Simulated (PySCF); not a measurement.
Shapes and spin states of PtF2

Level of theory: PBE0 in PySCF with Pt def2-TZVP with ECP60, F def2-TZVP; scalar-relativistic core potentials, no spin–orbit coupling; density-fitted integrals.

Relaxations began from a few typed shapes and spin states; open shells are unrestricted. The search is not exhaustive: other isomers or separated fragments can lie lower, and high-lying points may rest on an excited occupation.

```csv
spin,group,bonds,angles,imaginary modes (cm⁻¹),ΔE (kJ/mol),ΔE with ZPE (kJ/mol)
triplet,D∞h,Pt–F 1.827 Å (×2),F–Pt–F 180.0°,none,0.0,0.0
broken-symmetry Ms = 0 (⟨S²⟩ 1.00),D∞h,Pt–F 1.827 Å (×2),F–Pt–F 180.0°,none,35.1,35.1
"singlet (closed shell, unstable to spin polarisation)",C2v,Pt–F 1.838 Å (×2),F–Pt–F 126.2°,none,103.1,101.3
"singlet (closed shell, unstable to spin polarisation)",D∞h,Pt–F 1.825 Å (×2),F–Pt–F 180.0°,140i,133.1,–
```

The lowest minimum found is the triplet D∞h: Pt–F 1.827 Å (×2); F–Pt–F 180.0°.

Formally Pt is in oxidation state +2, d8, with 2 unpaired electrons (the high-spin count). The Mulliken spin on Pt is 1.54. The polar-tensor charge on Pt, 1.06, is far below the formal one.

For the lowest minimum: with open d or f shells other occupations or spin states may lie lower. With an element this heavy the missing spin–orbit coupling can shift these numbers.

The electron or spin density has lower symmetry than the nuclear frame for the broken-symmetry Ms = 0 (⟨S²⟩ 1.00) D∞h at 35.1 kJ/mol, singlet (closed shell, unstable to spin polarisation) D∞h at 133.1 kJ/mol.
